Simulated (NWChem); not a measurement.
Everything below was run with NWChem. System: Cl2Si, charge 0, spin multiplicity 1, at a geometry optimised with PBE/def2-SVP. The structure started from a generated list of species. Level: MP2/def2-TZVP, 15 core orbitals frozen.

Job file:

```
start mol
memory heap 200 mb stack 900 mb global 1100 mb
geometry units angstroms nocenter noautoz
  Si     0.000000     0.000000     0.941655
  Cl    -1.640110     0.000000    -0.387740
  Cl     1.640110     0.000000    -0.387740
  symmetry group C2v
end
basis spherical
  * library def2-tzvp
end
scf
  rhf
  nopen 0
  maxiter 100
  thresh 1e-7
  semidirect memsize 60000000 filesize 0
end
mp2
  freeze core 15
end
task mp2 energy
```

NWChem printed:

```
             Northwest Computational Chemistry Package (NWChem) 7.3.0
             --------------------------------------------------------

                                NWChem Input Module
                                -------------------

 Scaling coordinates for geometry "geometry" by  1.889725989
 (inverse scale =  0.529177249)

 Turning off AUTOSYM since
 SYMMETRY directive was detected!

                             Geometry "geometry" -> ""
                             -------------------------

 Output coordinates in angstroms (scale by  1.889725989 to convert to a.u.)

  No.       Tag          Charge          X              Y              Z
 ---- ---------------- ---------- -------------- -------------- --------------
    1 Si                  14.0000     0.00000000     0.00000000     0.94165500
    2 Cl                  17.0000    -1.64011000     0.00000000    -0.38774000
    3 Cl                  17.0000     1.64011000     0.00000000    -0.38774000

 Effective nuclear repulsion energy (a.u.)     165.9319146690

            Nuclear Dipole moment (a.u.)
            ----------------------------
        X                 Y               Z
 ---------------- ---------------- ----------------
     0.0000000000     0.0000000000     0.0000188973

      Symmetry information
      --------------------

 Group name             C2v
 Group number             16
 Group order               4
 No. of unique centers     2

      Symmetry unique atoms

     1    2


 Summary of "ao basis" -> "" (spherical)
 ------------------------------------------------------------------------------
       Tag                 Description            Shells   Functions and Types
 ---------------- ------------------------------  ------  ---------------------
 *                         def2-tzvp                  on all atoms

 Summary of "ao basis" -> "ao basis" (spherical)
 ------------------------------------------------------------------------------
       Tag                 Description            Shells   Functions and Types
 ---------------- ------------------------------  ------  ---------------------
[...]
     1   1 0 0     -0.000000      0.000000      0.000000
     1   0 1 0     -0.000000      0.000000      0.000000
     1   0 0 1      0.511809      0.000000      0.000019

     2   2 0 0    -30.948010      0.000000    326.604784
     2   1 1 0     -0.000000      0.000000      0.000000
     2   1 0 1      0.000000      0.000000      0.000000
     2   0 2 0    -26.872241      0.000000      0.000000
     2   0 1 1     -0.000000      0.000000      0.000000
     2   0 0 2    -29.043569      0.000000     62.585175

                   NWChem MP2 Semi-direct Energy/Gradient Module
                   ---------------------------------------------

  Basis functions       =    111
  Molecular orbitals    =    111
  Frozen core           =     15
  Frozen virtuals       =      0
  Active alpha occupied =      9
  Active beta occupied  =      9
  Active alpha virtual  =     87
  Active beta virtual   =     87
  Use MO symmetry       = T
  Use skeleton AO sym   = T

  AO/Fock/Back tols     =   1.0D-09  1.0D-09  1.0D-09

 GA uses MA = F    GA memory limited = T

 Available:
  local mem=  1.26D+08
 global mem=  1.44D+08
 local disk=  0.00D+00
  mp2_memr nvloc                    87
  nvloc new                    87
   1 passes of   9:        4194304                      64269                  15698837.
   1 passes of   9: M    126151567           G      144154558           F     121957263.

 Semi-direct pass number   1 of   1  for RHF alpha+beta  at        2.0s
  vrange nnbf                  5889
  mp2_eaftype                    59  avail_ma_in_mb                  1099
 EAF : mp2_eaftype filesize          59    7849418.
  mp2_eaf for mointskh                     59
Node 0 wrote     36.9 Mb in      0.0 s     Agg I/O rate:  2372.2 Mb/s
 Done moints_semi at        5.8s
  mp2_eaftype                    59  avail_ma_in_mb                  1040
 EAF : mp2_eaftype filesize          59    7849418.
  mp2_eaf for kh                    59
 Done maket at        6.0s
 Done multipass loop at        6.0s

          -------------------------------------------
          SCF energy               -1208.034062265824
          Correlation energy          -0.464494141612
          Singlet pairs               -0.290590864274
          Triplet pairs               -0.173903277338
          Total MP2 energy         -1208.498556407436
          -------------------------------------------

          ---------------------------------------------------
                    Spin Component Scaled (SCS) MP2
          Same spin pairs                     -0.115935518225
          Same spin scaling factor             0.333333333333
          Opposite spin pairs                 -0.348558623387
          Opposite spin scaling fact.          1.200000000000
          SCS-MP2 correlation energy          -0.456915520806
          Total SCS-MP2 energy             -1208.490977786630
          ---------------------------------------------------

 -----------------------
 Performance information
 -----------------------

 Timer overhead =  1.25D-07 seconds/call

               Nr. of calls         CPU time (s)                 Wall time (s)                GFlops
             ---------------    -------------------     ------------------------------   -------------------
Name         Min   Avg   Max    Min     Avg     Max     Min     Avg     Max   Mx/calls   Min     Max     Sum
mp2: moin     1     1     1    3.8     3.8     3.8      3.8     3.8     3.8     3.8      0.0     0.0     0.0
mp2: make     1     1     1   0.20    0.20    0.20     0.20    0.20    0.20    0.20      0.0     0.0     0.0
mp2: tota     1     1     1    4.0     4.0     4.0      4.0     4.0     4.0     4.0      0.0     0.0     0.0

 The average no. of pstat calls per process was 3.00D+00
 with a timing overhead of 3.76D-07s

 Task  times  cpu:        6.0s     wall:        6.0s

 Total times  cpu:        6.0s     wall:        6.0s
```
